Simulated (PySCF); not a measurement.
C4H8OSi, SMILES C1O/C(=C/C)[SiH2]1. Geometry: ωB97X-D3(BJ)/def2-SVP. The structure was generated by enumeration; whether it is a known compound was not checked.

Computed equilibrium geometry at ωB97X-D3(BJ)/def2-SVP (PySCF confirms it by a frequency run) as a Z-matrix, and its point group:
point group Cs.
```
C
C 1 1.3343
O 1 1.3905 2 124.33
H 2 1.0974 1 118.11 3 0.00
C 3 1.4486 1 103.69 2 180.00
H 5 1.1025 3 110.51 1 -119.80
H 5 1.1025 6 108.72 3 121.45
C 2 1.5018 4 118.61 1 180.00
H 8 1.1025 2 111.31 4 180.00
H 8 1.1033 9 107.70 2 122.49
H 8 1.1033 9 107.70 10 115.03
Si 1 1.8819 2 141.98 4 180.00
H 12 1.4903 1 118.32 2 67.63
H 12 1.4903 13 108.98 1 139.05
```
